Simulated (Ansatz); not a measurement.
Coupled-cluster diagnostics for Zr2(Cl)8 (Zr₂Cl₈), Ansatz.

Geometry of the singlet (r2SCAN-D4/def2-SVP):

Cartesian coordinates in Å:
```
Zr -1.406 0.562 -0.831
Cl -1.692 2.535 -2.013
Cl -1.602 -1.113 -2.452
Cl -3.412 0.318 0.324
Cl -0.183 1.451 1.250
Zr 1.580 -0.504 0.936
Cl -0.358 -1.874 0.886
Cl 2.484 0.204 2.973
Cl 3.267 -1.976 0.284
Cl 1.321 0.397 -1.356
```

In the def2 sets Zr takes a core potential; there is no spin–orbit coupling. Correlated methods freeze 40 core orbitals; core or outer-core shells of Zr are correlated, in sets that lack core-valence functions.

Task: Estimate the CCSD(T) correlation energy, the shares of MP2 and (T), T1 and the reference's ⟨S²⟩ for: charge 0, singlet, own geometry in def2-TZVP; and the rough time on 2 threads of AMD EPYC 7R13 on a shared host and a share (18 GiB) of an NVIDIA H100 80GB HBM3.

Result: 
| state | basis | correlation (eV) | MP2 share (%) | (T) share (%) | T1 | ⟨S²⟩ (pure) | wall time |
| --- | --- | --- | --- | --- | --- | --- | --- |
| charge 0, singlet, own geometry | def2-TZVP | -63.035 | 91.6 | 4.7 | 0.015 | 0.00 (0.00) | 47 s |
Customary marks for T1 are 0.02 (closed shells), 0.045 (open shells) and about 0.05 (3d metals). T1 stays under 0.02 throughout.
